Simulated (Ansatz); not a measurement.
Complex (SMILES): F (HF) with FCl (F-Cl), atoms 1 to 2 the first; geometry from B3LYP-D3(BJ)/def2-TZVP, monomers rigid:
```xyz
4

F      0.3477     0.0277    -0.4961
H     -0.5669     0.0474    -0.3400
F     -2.4822     0.0933    -0.3591
Cl    -3.1336     0.1260    -1.8747
```

Basis-set convergence of the uncorrected interaction energy at B3LYP with Ansatz (a first-principles code). Cartesian d functions, on some or all atoms, in 6-31G*, 6-31+G*, 6-311G**, 6-311+G**; all else is spherical. The program fits the integrals of some runs and decomposes those of others, by size. No added dispersion term, no relativity. Functions are those of the species that has most. Reference: the counterpoise-corrected one, the value in aug-pcseg-3, -1.86 kcal/mol. Deviations are taken from unrounded values.

```csv
basis,functions,uncorrected interaction energy (kcal/mol)
6-31G*,51,-4.21
6-31+G*,63,-2.62
def2-SVP,51,-4.39
def2-SVPD,81,-2.58
pcseg-1,51,-3.55
aug-pcseg-1,82,-2.49
cc-pV(D+d)Z,56,-4.35
aug-cc-pV(D+d)Z,87,-2.02
6-311G**,69,-3.89
6-311+G**,81,-2.62
def2-TZVP,105,-2.30
def2-TZVPD,135,-1.86
pcseg-2,108,-2.14
aug-pcseg-2,165,-1.97
cc-pV(T+d)Z,113,-2.74
aug-cc-pV(T+d)Z,170,-1.89
def2-TZVPP,118,-2.27
def2-TZVPPD,148,-1.86
cc-pV(Q+d)Z,204,-2.26
aug-cc-pV(Q+d)Z,295,-1.91
def2-QZVPP,214,-2.04
def2-QZVPPD,244,-1.87
pcseg-3,217,-1.93
aug-pcseg-3,308,-1.88
```

What the diffuse functions change, pair by pair:
- 6-31G* to 6-31+G*: 12 more functions, deviation -2.35 to -0.75 kcal/mol
- def2-SVP to def2-SVPD: 30 more functions, deviation -2.53 to -0.72 kcal/mol
- pcseg-1 to aug-pcseg-1: 31 more functions, deviation -1.69 to -0.62 kcal/mol
- cc-pV(D+d)Z to aug-cc-pV(D+d)Z: 31 more functions, deviation -2.49 to -0.16 kcal/mol
- 6-311G** to 6-311+G**: 12 more functions, deviation -2.03 to -0.76 kcal/mol
- def2-TZVP to def2-TZVPD: 30 more functions, deviation -0.44 to 0.00 kcal/mol
- pcseg-2 to aug-pcseg-2: 57 more functions, deviation -0.27 to -0.11 kcal/mol
- cc-pV(T+d)Z to aug-cc-pV(T+d)Z: 57 more functions, deviation -0.88 to -0.03 kcal/mol
- def2-TZVPP to def2-TZVPPD: 30 more functions, deviation -0.41 to 0.00 kcal/mol
- cc-pV(Q+d)Z to aug-cc-pV(Q+d)Z: 91 more functions, deviation -0.40 to -0.05 kcal/mol
- def2-QZVPP to def2-QZVPPD: 30 more functions, deviation -0.18 to -0.01 kcal/mol
- pcseg-3 to aug-pcseg-3: 91 more functions, deviation -0.07 to -0.02 kcal/mol

Leaving out the reference's own pair, they bring the value nearer the reference by more than 0.01 kcal/mol in 11 of 11 pairs.
